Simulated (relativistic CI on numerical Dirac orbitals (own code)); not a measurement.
Computed by Dirac-Coulomb-Breit CI, KLI orbitals optimised for each configuration, model QED, unscaled Slater integrals (own radial code, finite nucleus).

The strongest absorption lines from the ground level of an ion, among the configurations computed and to levels below about 636 eV (vacuum wavelength in Å, gf): 19.677 (0.048), 19.698 (0.025), 22.568 (0.099), 22.619 (0.053), 31.235 (0.32), 31.431 (0.18), 240.39 (0.47), 273.59 (0.2).

Question: Which ion is it?
A. Cu¹⁸⁺
B. Br²⁴⁺
C. Ga²⁰⁺
D. Ga¹⁸⁺

Answer: C. Ga²⁰⁺ has 11 electrons and the ground level 3s ²S1/2; the strongest line goes to 3p ²P°3/2. The pattern of lines fixes the number of electrons, and along that sequence the line energies rise steadily with the charge (about as its square where n changes within one kind of shell, about linearly where n is kept but much faster in heavy ions where fine structure, which grows about as Z⁴, sets the gap, and irregularly where shells cross), which fixes Z. Configurations outside the model, such as inner-shell arrays, can give stronger lines. At this charge energies of transitions that change n are usually good to better than 1 %, and those within a shell (Δn = 0) to a few per cent.
